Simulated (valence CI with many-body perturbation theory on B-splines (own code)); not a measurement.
## Mg VI in brief

Level of theory: relativistic CI+MBPT: five valence electrons over a frozen Dirac-Fock core [He], radial functions for each j: 9 s, 9 p, 8 d, 6 f, 3 g, 1 h, with the one-electron correlation potential Σ1, the two-electron term Σ2, the three-electron term Σ3, Breit, model QED; selected CI, second order for the rest (own B-spline code, finite nucleus).

Set against measurement, 20 paired levels are off by 294 cm⁻¹ on average, the worst by 587. These come from a selection out of NIST levels in Kelleher and Podobedova, J. Phys. Chem. Ref. Data 37, 267 (2008). Levels without a partner in it may be off by more. Among the levels kept, up to 1800 cm⁻¹ of a level comes from second order outside the variational space, and about a tenth of that is noise between levels of different J, which matters for small intervals.

Rates and lifetimes use the calculated energies. Strong lines usually hold to 10 to 20 %, long lifetimes can be off by a factor of two.

(1) What is the ground level?

(2) Among levels below 1009900 cm⁻¹, which E1 lines absorb most strongly from the ground level?

(3) What is the ionisation energy?

(4) How well does LS coupling describe the low levels?

(5) What are the static dipole polarisabilities of the lowest levels?

Answers

(1) 2s²2p³ ⁴S°_3/2, composition 99 % 2s²2p³ ⁴S°, g = 2.001.

(2) to 2s2p⁴ ⁴P_5/2 at 40.32 nm, f = 0.101; to 2s2p⁴ ⁴P_3/2 at 40.05 nm, f = 0.0678; to 2s²2p²3s ⁴P_5/2 at 11.16 nm, f = 0.0616.

(3) 186.72 eV; NIST lists 186.76 ± 0.06 eV (semi-empirical).

(4) Among the lowest 20 levels the leading LS term, summed over configurations, holds 100 % on average. For single configurations the figures are 97 % in LS and 68 % in jj coupling. Terms hardly mix: every one of these levels is at least 95 % one term.

(5) 2s²2p³ ⁴S°_3/2 0.275; 2s²2p³ ²D°_5/2 0.245 (tensor 0.013); 2s²2p³ ²D°_3/2 0.245 (tensor 0.014); 2s²2p³ ²P°_1/2 0.220 bohr³, of which the core gives 0.000487.
